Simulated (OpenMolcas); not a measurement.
Computed levels of 3d6 in ions with 24 electrons, in cm-1 above 5D4.

```yaml
Program: OpenMolcas 26.06
Method: MS-RASPT2, IPEA 0.25 Eh, imaginary shift 0.1 Eh
Basis: ANO-R2
Scalar_Hamiltonian: X2C, finite nucleus
Spin-orbit_coupling: RASSI with atomic mean-field integrals over the reference wave functions, term energies averaged over their components
```

Active space for each ion: 12 electrons in 8 orbitals (RAS1 3p, at most 2 holes; RAS2 3d); closed shells correlated by CASPT2: 3s.

```
 Level   Fe2+   Co3+   Cu5+
   5D3    441    623   1138
   5D2    749   1054   1900
   5D1    948   1330   2380
   5D0   1045   1465   2620
3P2(1)  19440  23260  30120
   3H6  19880  23790  30890
   3H5  20100  24090  31390
   3H4  20260  24300  31650
3P1(1)  20730  25090  33450
```

**Question.** Estimate 5D0, 3P2(1), 3H6 for Ni4+ from its neighbours Co3+ and Cu5+.

**Answer.** 5D0 is fine structure, which grows about as the fourth power of a screened charge, so the fourth roots are averaged: ((1465^0.25 + 2620^0.25) / 2)^4 = 1980. The calculation gives 1989, so the estimate is off by -0.5 %; the measured value is 2058 (Corliss and Sugar, J. Phys. Chem. Ref. Data 10, 197 (1981)).
3P2(1) is another term, which grows about linearly with the charge: (23260 + 30120) / 2 = 26690. The calculation gives 26860, so the estimate is off by -0.6 %; the measured value is 26153 (Corliss and Sugar, J. Phys. Chem. Ref. Data 10, 197 (1981)).
3H6 is another term, which grows about linearly with the charge: (23790 + 30890) / 2 = 27340. The calculation gives 27450, so the estimate is off by -0.4 %; the measured value is 27111 (Corliss and Sugar, J. Phys. Chem. Ref. Data 10, 197 (1981)).

CASPT2 does not keep the components of a term degenerate, so their means are used; among the terms shown or strongly mixed into the levels shown the widest spread is 290 cm-1 (3d6 3H, Co3+). Active for correlation alone: 3p; no level in the range computed is led by a configuration that opens it, so any true level of that kind is missing. The CASPT2 spread within a term exceeds the gap to the next term for 3d6 3P(1) and 3d6 3H, so the order of their levels is uncertain (figures for Fe2+; the like holds for Co3+, Ni4+, Cu5+). Measured partners are found by configuration, term and J. A level has none where our copy of the source lacks it or the pairing is in doubt (some pairs that miss far off the trend of their configuration count as doubtful), and it then counts in no deviation. Only configurations of the active space appear.

A number in round brackets counts repeated terms of one configuration in the order of the reference energies.
